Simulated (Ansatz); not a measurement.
`C[SiH2]C[SiH2]F` + H₂S → `F[SiH2]CS` + `C[SiH3]`  (substitution at a C–Si bond)

Gas-phase electronic energies from Ansatz, PBE0-D4/def2-TZVP geometries. CBS: MP2 limit from def2 TZ/QZ plus the TZ coupled-cluster correction, frozen cores. This one scheme is used for every species. DFT in def2-TZVPP. Each species was taken in one conformer, which may not be the lowest.

`C[SiH2]C[SiH2]F`:

Z-matrix (Å, degrees):
```
C
Si 1 1.867
H 1 1.092 2 110.7
H 1 1.092 2 110.8 3 -120.4
H 1 1.093 2 110.8 3 119.9
C 2 1.881 1 111.4 3 -59.2
H 2 1.490 1 110.1 3 179.8
H 2 1.491 1 110.3 3 61.4
Si 6 1.851 2 115.6 1 70.9
H 6 1.096 2 109.1 1 -53.3
H 6 1.097 2 108.3 1 -169.2
F 9 1.607 6 109.5 2 -52.0
H 9 1.484 6 110.9 2 66.1
H 9 1.485 6 112.4 2 -170.4
```

H₂S:

Z-matrix (Å, degrees):
```
S
H 1 1.341
H 1 1.341 2 92.3
```

`F[SiH2]CS`:

Z-matrix (Å, degrees):
```
Si
C 1 1.863
F 1 1.604 2 108.0
H 1 1.480 2 110.7 3 118.2
H 1 1.485 2 111.5 3 -117.4
S 2 1.814 1 111.0 3 -56.0
H 2 1.094 1 108.7 3 -171.8
H 2 1.092 1 112.7 3 69.4
H 6 1.343 2 97.1 1 50.0
```

`C[SiH3]`:

```xyz
8

C    -0.811   -0.272   -0.494
Si    0.726    0.243    0.442
H    -0.955   -1.353   -0.436
H    -0.734    0.006   -1.547
H    -1.698    0.212   -0.078
H     0.620   -0.138    1.876
H     0.919    1.717    0.365
H     1.933   -0.415   -0.127
```

| level | ΔE (kJ/mol) |
| --- | --- |
| ωB97X-V | 64.7 |
| PBE0 | 62.6 |
| CCSD(T)/def2-TZVPP | 67.6 |
| HF/def2-QZVPP | 60.2 |

Q: What does CCSD(T)/CBS give? (Estimate.)

A: The calculation gave: +67.0 kJ/mol. The listed levels differ from it by -2.3, -4.4, 0.6, -6.8 kJ/mol.

Largest T1 diagnostic among the species: 0.011.

From PBE to PBE0 (25 % exact exchange), in def2-TZVPP and without D4, ΔE moves by +3.2 kJ/mol. The D4 term adds +5.1 kJ/mol with B3LYP and +3.3 kJ/mol with PBE0; it sums over pairs of atoms, weighted by their polarisabilities, and B3LYP, whose exchange is more repulsive, gets the larger term. In def2-TZVPP, CCSD(T) changes the Hartree–Fock value by +7.4 kJ/mol (the triples alone add −0.2 kJ/mol) and MP2 by +8.4 kJ/mol.

B3LYP here is the variant with VWN-RPA as its local correlation; programs differ in this.
